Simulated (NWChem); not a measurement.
AlI₂Cl; SMILES [Cl][Al]([I])[I]

```xyz
4

Al     0.0000     0.0000     0.6946
Cl     0.0000     0.0000     2.7984
I     -2.1427     0.0000    -0.5233
I      2.1427     0.0000    -0.5233
```
Atoms are numbered in this order, from 1.

Level: PBE-D3(BJ)/def2-SVP with def2 effective core potentials on I (NWChem), optimised geometry, unscaled harmonic frequencies. def2 effective core potentials on I; no spin-orbit coupling.

```tsv
frequency (cm⁻¹)	IR intensity (km/mol)
72	0.6
103	3.4
156	11.1
215	1.7
434	149.1
565	120.9
```

The zero-point energy is 2.2 kcal/mol. The thermal correction to the enthalpy at 298.15 K (with zero-point energy) comes out as 6.6 kcal/mol and the heat capacity Cv comes out as 16.1 cal/(mol K). The entropy at 298.15 K and 1 atm (symmetry number 2) comes out as 86.9 cal/(mol K).

Rigid rotor and harmonic oscillator; modes under 100 cm⁻¹ make the entropy uncertain.
